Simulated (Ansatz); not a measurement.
Cartesian coordinates in Å:
```
C 1.955 -1.766 0.560
C 0.905 -0.833 0.227
N 0.071 -0.091 -0.035
Cu -1.258 1.101 -0.434
N -2.583 2.238 -0.945
H 2.755 -1.251 1.095
H 1.557 -2.559 1.195
H 2.363 -2.210 -0.350
H -3.437 2.152 -0.405
H -2.329 3.218 -0.906
```

Charge 0, multiplicity 1.

List the PBE0/def2-TZVPP orbital energies in eV (Ansatz 0.2.0). (An estimate is asked.)

The calculation gave: Occupied: -8797.68, -1058.88, -927.41, -927.32, -927.31, -393.10, -388.60, -280.81, -280.42, -117.82, -76.54, -76.30, -76.26, -27.10, -22.84, -20.81, -15.75, -14.02, -14.02, -13.93, -11.18, -11.13, -10.93, -8.83, -7.53, -7.29, -7.29, -7.17, -6.13, -4.86. Lowest empty: -0.51, -0.45, 0.11, 1.12, 2.42, 2.47, 2.69, 2.74.
